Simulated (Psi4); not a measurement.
Two rigid molecules brought together: H2 ··· HBr (SMILES [H][H] and Br), singlet. Monomers: optimised at B3LYP-D3(BJ) (def2-TZVP), held rigid. Orientation: a random orientation, not optimised. Only R, the distance of the centres of mass, is varied, so the lowest point isn't the relaxed dimer.

Geometry at R = 3.46 Å (first 2 atoms: monomer A):
```
4

H      0.3719     0.0000     0.0000
H     -0.3719     0.0000     0.0000
Br    -0.4203    -0.4869    -3.4189
H     -0.4838    -1.0338    -2.1047
```

Calculation: Psi4 with SAPT0/jun-cc-pVDZ, frozen core.

Components in kJ/mol:

| R / Å | electrostatics | exchange | induction | dispersion | total |
|---|---|---|---|---|---|
| 2.86 | -14.53 | 47.50 | -7.40 | -6.99 | 18.58 |
| 3.09 | -7.37 | 22.99 | -3.42 | -3.98 | 8.22 |
| 3.23 | -4.91 | 14.66 | -2.13 | -2.86 | 4.76 |
| 3.46 | -2.60 | 6.90 | -0.97 | -1.70 | 1.62 |
| 3.66 | -1.58 | 3.54 | -0.50 | -1.11 | 0.36 |
| 3.86 | -1.01 | 1.80 | -0.26 | -0.74 | -0.21 |
| 4.14 | -0.59 | 0.69 | -0.11 | -0.43 | -0.44 |
| 4.47 | -0.35 | 0.22 | -0.04 | -0.24 | -0.42 |
| 4.98 | -0.19 | 0.04 | -0.01 | -0.11 | -0.28 |
| 5.62 | -0.11 | 0.00 | 0.00 | -0.05 | -0.15 |
| 6.66 | -0.05 | 0.00 | 0.00 | -0.02 | -0.06 |
| 7.93 | -0.02 | 0.00 | 0.00 | -0.01 | -0.03 |
